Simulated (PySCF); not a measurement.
# How far are cheaper levels from CCSD(T)/CBS for GeSe?

PySCF; the state is a singlet (closed shell). The composite is CCSD(T) extrapolated to the basis-set limit from two correlation-consistent sets, with core-valence (CV) and scalar-relativistic (SR) terms as its label shows; it has no spin–orbit coupling and nothing beyond (T). Here it is CCSD(T)/CBS(DT). It gives Re = 2.143 Å, ωe = 402 cm⁻¹ and De = 5.08 eV to Ge + Se.

```csv
level,basis,relativity,Re (Å),ωe (cm⁻¹),De (eV)
RHF-SCS-MP2,cc-pVDZ-PP,scalar-relativistic core potentials,2.160,408,4.60
RHF-CCSD,x2c-TZVPPall,spin-free X2C,2.132,423,4.72
BP86,x2c-TZVPPall,spin-free X2C,2.163,388,5.44
r²SCAN,def2-TZVPPD,no relativity,2.143,410,5.31
r²SCANh,x2c-TZVPPall,spin-free X2C,2.131,415,5.13
B3LYP,x2c-TZVPPall,spin-free X2C,2.152,400,5.09
MN15,cc-pVDZ-PP,scalar-relativistic core potentials,2.152,414,4.86
M06-2X,cc-pVDZ-PP,scalar-relativistic core potentials,2.153,419,4.62
CAM-B3LYP,cc-pVDZ-PP,scalar-relativistic core potentials,2.138,422,4.81
ωB97M-V,def2-TZVPPD,no relativity,2.126,432,5.03
```

Task: Give the difference of each row from the composite.

Result: 

```tsv
level	basis	ΔRe (pm)	Δωe (%)	ΔDe (eV)
RHF-SCS-MP2	cc-pVDZ-PP	+1.7	+1.5	-0.48
RHF-CCSD	x2c-TZVPPall	-1.1	+5.2	-0.36
BP86	x2c-TZVPPall	+2.0	-3.5	+0.36
r²SCAN	def2-TZVPPD	+0.0	+2.0	+0.23
r²SCANh	x2c-TZVPPall	-1.2	+3.2	+0.05
B3LYP	x2c-TZVPPall	+0.9	-0.5	+0.01
MN15	cc-pVDZ-PP	+0.9	+3.0	-0.22
M06-2X	cc-pVDZ-PP	+1.0	+4.2	-0.46
CAM-B3LYP	cc-pVDZ-PP	-0.5	+5.0	-0.27
ωB97M-V	def2-TZVPPD	-1.7	+7.5	-0.05
```

Task: Which rows come closest in De?

Result: B3LYP in x2c-TZVPPall (+0.01 eV), counted from the composite.

Measured (Huber and Herzberg, Constants of Diatomic Molecules (1979)): Re = 2.134629 Å, ωe = 408.7 cm⁻¹; the composite is off by +8.0 mÅ and -6.3 cm⁻¹.

Correlated steps freeze the inner cores (8 to 18 orbitals); shallow outer-core shells are correlated. Correlated levels converge slowly with the basis: in double zeta they bind strong bonds too weakly, by up to about 1 eV, and carry superposition errors of some tenths. Where the molecule has an RHF reference, its open-shell atoms are computed with UHF. The CCSD T1 diagnostic is raised in GeSe, a sign that a single reference may not be enough there.
